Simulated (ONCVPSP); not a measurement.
What one change does to a pseudopotential (Yb (Z = 70), ONCV)

- Element: Yb
- Generator: ONCVPSP 4.0.1
- Type: optimised norm-conserving Vanderbilt (ONCV)
- Functional: PBE
- Relativity: scalar-relativistic
- Frozen core: [Kr] 4d10 4f13
- Valence charge: 11
- Reference configuration: 5s2 5p6 5d1 6s2
- Partial waves: 5s+6s: rc 2.15 bohr, ncon 4, nbas 8, qcut 6.2 1/bohr, 2 projectors; 5p: rc 1.70 bohr, ncon 5, nbas 9, qcut 7.5 1/bohr, 3 projectors, debl 0.4 Ha; 5d: rc 2.15 bohr, ncon 4, nbas 7, qcut 5.3 1/bohr, 2 projectors, debl 1.2 Ha
- Local potential: polynomial inside 1.60 bohr (lpopt 5, dvloc0 6 Ha)
- Core correction: Teter function, fcfact 3, rcfact 1.6

In the p channel the program set the typed energies aside and used -1.140, 0.250, 0.650 Ha.

All-electron outer shells of the reference configuration (PBE, scalar-relativistic, ld1.x):

| shell | level (eV) | outermost node (bohr) | outermost maximum (bohr) |
| --- | --- | --- | --- |
| 5s | -59.34 | 0.58 | 1.07 |
| 5p | -31.02 | 0.62 | 1.22 |
| 4f | -9.61 | – | 0.48 |
| 6s | -4.57 | 1.44 | 3.12 |
| 5d | -1.86 | 0.70 | 1.85 |

Change: functional PBEsol. In the p channel the program set the typed energies aside and used -1.141, 0.250, 0.650 Ha.

Cutoffs: the cutoffs (Ha) at which the residual kinetic energy of the hardest occupied pseudo-wave falls to 1 and 0.1 mHa per electron; they do not see the model core or the augmentation charge, which bear on the density cutoff. Errors are all-electron minus pseudo energies relative to the spin-unpolarised reference configuration.

Task: Predict the effect on cutoff, ghosts and configuration errors.

Result: The potential gets neither clearly harder nor softer (22 Ha and 27 Ha → 22 Ha and 27 Ha); of the 3 tests that both files solve, the error grows in 1 and shrinks in 2 by more than 15 % and 0.3 meV (median size 2.2 → 0.9 meV); neither file shows a bound ghost.

| quantity | base | changed |
| --- | --- | --- |
| cutoff, loose | 22 Ha | 22 Ha |
| cutoff, tight | 27 Ha | 27 Ha |
| loose cutoff by channel | s 12 Ha, p 22 Ha, d 10 Ha | s 12 Ha, p 22 Ha, d 10 Ha |
| bound ghosts | none | none |
| GHOST(+) flags under 300 eV | none | none |
| tests counted as reliable (solved cleanly; for ONCVPSP, near-neutral configurations with less than one 5d electron left out) | 3 of 4 | 3 of 4 |
| error for 5s2 5p6 5d1 6s1, meV [ΔE 7.26 → 7.28 eV] | -1.5 | -2.6 |
| error for 5s2 5p6 5d1 6s0, meV [ΔE 20.36 → 20.33 eV] | -3.2 | -0.9 |
| error for 5s2 5p6 5d1 6s1 6p1, meV [ΔE 3.33 → 3.36 eV] | -2.2 | -0.9 |
| s: phases at 2.18 bohr within 0.05 rad from the reference energy up to (Ha; the scan ends near 5) | 4.8 | 4.8 |
| p: phases at 1.73 bohr within 0.05 rad from the reference energy up to (Ha; the scan ends near 5) | to the end of the scan | to the end of the scan |
| d: phases at 2.18 bohr within 0.05 rad from the reference energy up to (Ha; the scan ends near 5) | to the end of the scan | to the end of the scan |
| rms error of d²Exc/dni dnj with the model core, mHa | 0.82 | 0.73 |
